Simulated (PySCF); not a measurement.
Correlation energy of Pd⁺ (palladium, charge +1)

[Kr] 4d8 5p1, one real determinant (an excited configuration). All numbers are calculated (PySCF 2.14, the spin-free X2C one-electron Hamiltonian (Gaussian nucleus), in x2c-TZVPPall (8s6p6d2f1g, 79 functions)). Frozen: [Kr]; 9 electrons correlated.

MP2 pair energies summed by pair of shells (mhartree):

```json
{"pair": "4d-4d", "energy": "-210.81", "share (%)": "90.8"}
{"pair": "4d-5p", "energy": "-21.35", "share (%)": "9.2"}
```

Total MP2 correlation energy: -232.15 mhartree.

Same-spin part -90.45 and opposite-spin part -141.71 mhartree; SCS-MP2 scales them by 1/3 and 6/5 to -200.20 mhartree.

The basis was made for the ground configuration and has no added diffuse functions, which can raise the energy of the promoted electron.

The reference is one real determinant that mixes LS terms of this configuration.
